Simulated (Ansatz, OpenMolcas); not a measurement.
**CHClFGeN (SMILES N#[C][GeH]([F])[Cl]): methods side by side**

CHClFGeN has 6 atoms, charge 0, and is taken as a singlet. SMILES: `N#[C][GeH]([F])[Cl]`. Geometry: relaxed at PBE0-D4/def2-TZVP.

```xyz
6

N    -1.0369   -2.3070    0.0307
C    -0.5440   -1.2673    0.0401
Ge    0.2371    0.4779    0.1077
F     1.8960    0.2538   -0.2766
Cl   -0.6276    1.6481   -1.4239
H     0.1173    1.1304    1.4758
```

Each level gives the HOMO–LUMO gap (eV). The values are calculated.

```
           level                    kind     program  value (eV)
   SVWN5/cc-pVDZ                     LDA      Ansatz        6.01
  revPBE/cc-pVDZ                     GGA  OpenMolcas        6.22
   M06-L/cc-pVDZ                meta-GGA  OpenMolcas        6.85
  r2SCAN/cc-pVDZ                meta-GGA  OpenMolcas        6.75
   BHLYP/cc-pVDZ           global hybrid  OpenMolcas       10.94
 r2SCAN0/cc-pVDZ         hybrid meta-GGA      Ansatz        8.96
   HSE06/cc-pVDZ  range-separated hybrid      Ansatz        7.80
PBE-QIDH/cc-pVDZ           double hybrid      Ansatz       12.83
```

All-electron rows without a relativistic Hamiltonian named are non-relativistic. The values span 6.01 to 12.83 eV. Orbital gaps aren't excitation energies, and those of double hybrids come from the SCF part alone; they tend to grow with the share of exact exchange.
